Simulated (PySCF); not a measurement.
BrClMg, singlet, geometry from GFN2-xTB (such geometries of metal compounds can be far from the true shape). Base run: PBE0/cc-pVDZ, polarisability run with PySCF.

Input for PySCF:
```python
from pyscf import gto, scf, dft
from pyscf.prop import polarizability

mol = gto.M(
    atom='''
Mg    0.872603   -0.221741   -0.222965
Cl    1.729329    0.910783   -1.816507
Br   -1.139138   -0.366355    0.958748
''',
    basis='cc-pvdz',
    charge=0,
    spin=0,
    verbose=4,
)

mf = dft.RKS(mol)
mf.xc = 'pbe0'
mf.kernel()
alpha = mf.Polarizability().polarizability()[2, 2]
print('alpha_zz =', alpha)
```

Each row names what was changed in the base input (with any setting that the change needs).

```csv
change,alpha_zz (bohr³),basis functions
base,44.80,63
basis = def2-SVPD,57.97,89
basis = 6-31G*,…,…
basis = STO-3G,16.84,36
functional = pbe,48.29,63
functional = hf,…,63
basis = aug-cc-pVDZ,56.92,90
functional = camb3lyp,43.84,63
"functional = lda,vwn",48.34,63
basis = def2-TZVP,…,…
finite field (a.u.) = 2e-4; conv_tol = 1e-11,44.80,63
finite field (a.u.) = 0.02; conv_tol = 1e-11,45.26,63
```

Q: Complete the blanks.

A: 
- basis = 6-31G*, alpha_zz (bohr³): 45.82
- basis = 6-31G*, basis functions: 68
- functional = hf, alpha_zz (bohr³): 39.17
- basis = def2-TZVP, alpha_zz (bohr³): 53.22
- basis = def2-TZVP, basis functions: 117

Finite-field rows take the second difference of the energy in a field along z; a small field with loose convergence shows SCF noise divided by the square of the field, and a large one adds hyperpolarisability.
